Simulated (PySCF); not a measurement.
An unknown shows these calculated signals:

$^{1}$H NMR (600 MHz, computed): δ 6.54 (m, 1H), 5.49 (m, 1H), 5.38 (m, 1H), 5.35 (m, 1H), 3.90 (s, 3H), 3.88 (d, 3H).

$^{13}$C{$^{1}$H} NMR (computed): δ 162.8 (C), 145.2 (CH), 118.1 (CH2), 74.9 (CH), 56.3 (CH3).

PySCF calculation with GIAO PBE0/pcSseg-1 shieldings and geometry from GFN2-xTB; no relativistic terms, one averaged value for each set of equivalent atoms, single conformer, gas phase.

δ = σ(ref) − σ, references computed at the same level: $^{1}$H (31.72 ppm) and $^{13}$C (186.93 ppm) against TMS.

**Question.** Which of these does the molecule contain: a non-aromatic C=C double bond, an S-methyl group, an amide, a vinyl group CH=CH2, a Si–H bond, an N-methyl group?

**Answer.** 
- A non-aromatic C=C double bond: yes.
- An S-methyl group: no.
- An amide: no.
- A vinyl group CH=CH2: yes (δC 118.1, 145.2; δH 5.38 (m), 5.35 (m), 6.54 (m)).
- A Si–H bond: yes (δH 3.88 (d)).
- An N-methyl group: no.

The data belong to SMILES O(C(O[C@H](C=C)[SiH3])=O)C, C₅H₁₀O₃Si; they needn't prove each group on their own.

Carbon signals by region: 1 in the far downfield region (above 160 ppm), 2 in the sp2 and nitrile region (100–160 ppm), 2 at 50–100 ppm. Above 160 ppm: 162.8, carbonate carbon.

Shifts are as computed. Against solution values, carbons near 30 ppm lie about +3 ppm off and those near 130 ppm about +5 ppm. Of 1211 compounds with measured shifts, 218 miss one by over three times the rms of a fit or turn the order of signals round; such compounds aren't used in these exercises. Multiplicities follow the n + 1 count of equivalent neighbours, as no J values were calculated; m marks all less simple cases, F and P coupling included.
